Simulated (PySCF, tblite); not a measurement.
Isomers of C4H11PSi2, one GFN2-xTB conformer each. Single-point energies are computed at PBE0/pcSseg-1 (PySCF, gas phase, no added dispersion term), electronic only.

Task: Rank them by PBE0/pcSseg-1 energy, lowest first (kcal/mol).
A. `[CH:1]#[C:2][C@@H:3]([CH3:4])[SiH2:5][SiH2:6][PH2:7]` with C2–C3–Si5–Si6 54°, C3–Si5–Si6–P7 160°, Si5–Si6–P7–H -47° and 45°
B. `[CH:1]#[C:2][Si@@:3]([SiH3:4])([PH2:5])[CH2:6][CH3:7]` with C2–Si3–P5–H -65° and 27°, C2–Si3–C6–C7 -176°
C. `[CH3:1][SiH2:2][P:3]1[C:4]([CH3:5])=[C:6]1[SiH3:7]` with C1–Si2–P3–C4 179°

Result: C (0.0), B (1.3), A (12.6).

As drawn, the lowest has a three-membered ring and a C=C bond outside aromatic rings, which the highest lacks; the highest has a C≡C bond and an Si–Si bond, which the lowest lacks. Neighbours under 2.5 kcal/mol apart (C[SiH2]P1C(C)=C1[SiH3] and C#C[Si@@]([SiH3])(P)CC) can change places with a better method, another conformer or zero-point energy. GFN2-xTB itself gives, in the same order: 0.0, 13.8, 8.3. Both levels put the same isomer lowest; measured from each level's own lowest isomer, the values differ by up to 12.5 kcal/mol (C#C[Si@@]([SiH3])(P)CC: 13.8 against 1.3).

Task: Which frontier levels, dipoles and rotational constants go with these structures?

Result: 
```json
{"SMILES": "C[SiH2]P1C(C)=C1[SiH3]", "HOMO (eV, PBE0/pcSseg-1)": "-6.08", "LUMO (eV)": "-0.63", "dipole (D)": "1.52", "A, B, C (MHz)": "1829, 878.5, 689.8"}
{"SMILES": "C#C[Si@@]([SiH3])(P)CC", "HOMO (eV, PBE0/pcSseg-1)": "-7.27", "LUMO (eV)": "-0.55", "dipole (D)": "0.99", "A, B, C (MHz)": "1193, 1087, 942.0"}
{"SMILES": "C#C[C@@H](C)[SiH2][SiH2]P", "HOMO (eV, PBE0/pcSseg-1)": "-7.19", "LUMO (eV)": "-0.37", "dipole (D)": "1.63", "A, B, C (MHz)": "2929, 618.7, 532.6"}
```

Task: What happens when harmonic zero-point energies from GFN2-xTB frequencies are added?

Result: 
| SMILES | ZPE (kcal/mol) | electronic (kcal/mol) | with ZPE (kcal/mol) |
| --- | --- | --- | --- |
| C[SiH2]P1C(C)=C1[SiH3] | 78.4 | 0.0 | 0.0 |
| C#C[Si@@]([SiH3])(P)CC | 78.8 | 1.3 | 1.7 |
| C#C[C@@H](C)[SiH2][SiH2]P | 77.5 | 12.6 | 11.8 |

The zero-point energies span 1.3 kcal/mol. The order is unchanged.
